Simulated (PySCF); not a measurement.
**Mayer bond orders and bond lengths**

C₆H₈F₃P.
Atom-mapped SMILES: `[CH3:1][C:2]1=[C:3]([C:4]([F:5])([F:6])[F:7])[PH:8][CH2:9][CH2:10]1` (hydrogens: H11, H12, H13 on C1; H14 on P8; H15, H16 on C9; H17, H18 on C10)

Geometry (PBE0-D3(BJ)/def2-SVP, Å), atoms numbered from 1 in this order:
```
atom  x, y, z in Å
C1    -0.9583   -1.7666    0.2192
C2    -0.4395   -0.3720    0.1162
C3     0.8513    0.0088    0.0663
C4     2.0105   -0.9350    0.1164
F5     1.9634   -1.8444   -0.8681
F6     3.1696   -0.2788   -0.0090
F7     2.0688   -1.6213    1.2667
P8     1.1022    1.8253    0.1543
C9    -0.7034    2.0458   -0.3081
C10   -1.4195    0.7718    0.1524
H11   -0.1679   -2.5249    0.1880
H12   -1.6685   -1.9675   -0.5996
H13   -1.5219   -1.8895    1.1595
H14    1.6905    2.0242   -1.1350
H15   -0.7870    2.1588   -1.3989
H16   -1.1215    2.9501    0.1562
H17   -1.7864    0.8783    1.1910
H18   -2.3129    0.5543   -0.4573
```

Bond orders from the PBE0/pcSseg-1 density (PySCF). The structure is a single PBE0-D3(BJ)/def2-SVP conformer in the gas phase; no vibrational or solvent corrections.

Question: Where do the orders between heavy atoms depart from those drawn in the SMILES?

Answer: The largest departure is 0.273, at C2–C3 (drawn double, 1.727).

Question: Set the Mayer orders of the bonds beside their lengths.

Answer: 
```csv
bond,drawn as,length (Å),Mayer order
C1–C2,single,1.492,1.110
C2–C3,double,1.347,1.727
C3–C4,single,1.496,1.024
C4–F5,single,1.341,0.989
C4–F6,single,1.338,0.980
C4–F7,single,1.341,0.998
C3–P8,single,1.836,0.926
P8–C9,single,1.877,0.933
C9–C10,single,1.532,1.031
C10–C2,single,1.507,1.038
C1–H11,single,1.096,0.941
C1–H12,single,1.102,0.935
C1–H13,single,1.103,0.937
P8–H14,single,1.431,0.934
C9–H15,single,1.100,0.940
C9–H16,single,1.099,0.947
C10–H17,single,1.107,0.921
C10–H18,single,1.103,0.938
```

By pair of heavy elements: C–C: lowest C3–C4 (1.024, 1.496 Å), highest C2–C3 (1.727, 1.347 Å). C–F: all 3 within 0.02 of one another (0.980 to 0.998). C–P: all 2 within 0.02 of one another (0.926 to 0.933).

Question: Sum the orders of all bonds at each heavy atom with more than one neighbour and set the sums beside the valence in the SMILES.

Answer: C1 3.923 (drawn 4), C2 3.875 (drawn 4), C3 3.677 (drawn 4), C4 3.991 (drawn 4), P8 2.793 (drawn 3), C9 3.851 (drawn 4), C10 3.928 (drawn 4). Orders between atoms that aren't bonded are not in these sums.

For a closed shell the Mayer order of atoms A and B is Σ (PS)μν (PS)νμ over the basis functions μ on A and ν on B, with P the density and S the overlap matrix.

The run behind these numbers computed NMR shieldings as well. The run took 43 s of wall time on Arm Neoverse V1, one thread, shared host, and the process peaked at 0.92 GiB of memory.
